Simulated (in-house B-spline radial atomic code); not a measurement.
C⁺ is squeezed into an impenetrable sphere of radius R (the orbitals vanish at R). Computed with a radial B-spline atomic code at the basis-set limit: Dirac-Kohn-Sham LDA VWN5, spherical fractional occupations, Fermi nucleus of rms radius 2.4702 fm.

Energies in eV above the free ion in [He] 2s2 2p1:

```tsv
R (bohr)	highest level (eV)	[He] 2s2 2p1	[He] 2s1 2p2
9.89	-17.1	0	8.493
6.99	-17.1	0.001402	8.496
5.47	-17	0.03358	8.545
4.3	-16.5	0.3808	8.996
3.56	-15.1	1.742	10.57
3	-12.3	5.473	14.55
2.43	-5.43	17.72	26.76
2.21	-0.511	28.15	36.77
1.76	18.2	75.61	80.48
1.42	56.1	170.6	164.2
```

Question: Does [He] 2s1 2p2 fall below [He] 2s2 2p1 under compression?

Answer: Yes, between R = 1.76 and 1.42 bohr the order changes (near 1.61 bohr by linear interpolation).

The highest level is first positive in the row R = 1.76 bohr, pushed up by confinement above the zero of the free ion's potential. Each configuration is held fixed and needn't be the lowest in the sphere.
